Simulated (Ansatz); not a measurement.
Stepwise reaction of `[F][Sc]([Cl])[Cl]` with hydrogen fluoride, as a gas-phase model of exchange steps in deposition or etching. ΔE in kJ/mol; ΔG adds harmonic PBE0-D4 terms to CCSD(T)/CBS, at 1 bar.

Isolated molecules relaxed with PBE0-D4/def2-TZVP in Ansatz; ΔE leaves out vibrations. CCSD(T)/CBS is the MP2 limit (def2-TZVPP, def2-QZVPP) plus CCSD(T) − MP2 in def2-TZVPP, frozen cores. This one scheme is used for every species. Functionals use def2-TZVPP. B3LYP here is the variant with VWN-RPA as its local correlation; programs differ in this. For Sc outer-core shells are correlated without core-valence functions, which leaves a few kJ/mol of doubt a bond. Scalar relativity is left out up to krypton.

```tsv
step	reaction	PBE-D4	B3LYP-D4	ωB97M-V	CCSD(T)/CBS	ΔG(600 K)
1	`[F][Sc]([Cl])[Cl]` + H–F → `[F][Sc]([F])[Cl]` + HCl	-17.1	-15.5	-15.4	-5.4	-11.5
```

Task: Give the row of step 2, `[F][Sc]([F])[Cl]` + H–F → `[F][Sc]([F])[F]` + HCl. (Estimate.)

Result: Ansatz gave: 
```csv
step,reaction,PBE-D4,B3LYP-D4,ωB97M-V,CCSD(T)/CBS,ΔG(600 K)
2,`[F][Sc]([F])[Cl]` + H–F → `[F][Sc]([F])[F]` + HCl,-14.5,-13.1,-11.9,-3.4,-4.3
```

Task: By hand: ΔE of the 2 steps together at CCSD(T)/CBS.

Result: (-5.4) + (-3.4) = -8.8 kJ/mol, or -4.4 kJ/mol a step.

In ΔE the steps differ by no more than 2.0 kJ/mol. ΔG lies between -11.5 and -4.3 kJ/mol a step. PBE-D4 differs from CCSD(T)/CBS by -11.7 to -11.1 kJ/mol a step. Isolated molecules leave out the surface, adducts and barriers. Largest T1 diagnostic: 0.017.
